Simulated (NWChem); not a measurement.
Species: TaNH$_{2}$SF$_{2}$; SMILES [Ta](=[S])([NH2])([F])[F]

```xyz
7

Ta    -0.0177     0.1537     0.0000
S     -0.1665    -1.9993     0.0000
F     -0.7927     0.8855     1.5502
F     -0.7927     0.8855    -1.5502
N      1.8993     0.5074     0.0000
H      2.6523    -0.1753     0.0000
H      2.2793     1.4540     0.0000
```
Atoms are numbered in this order, from 1.

Results from NWChem. Structure relaxed at the PBE0/def2-SVP level. Not confirmed as a minimum by frequencies. def2 effective core potentials on Ta; no spin-orbit coupling. Level r2SCAN/def2-SVP: energy and gradient on several grids; changes count from the extra-fine grid, which is no exact limit either.

| grid | size of the energy change (μHa) | largest change of a gradient component (μHa/bohr) |
|---|---|---|
| xcoarse | 2000 | 10000 |
| coarse | 400 | 300 |
| medium | 200 | 200 |
| fine | 20 | 60 |
| xfine | < 10 | < 30 |
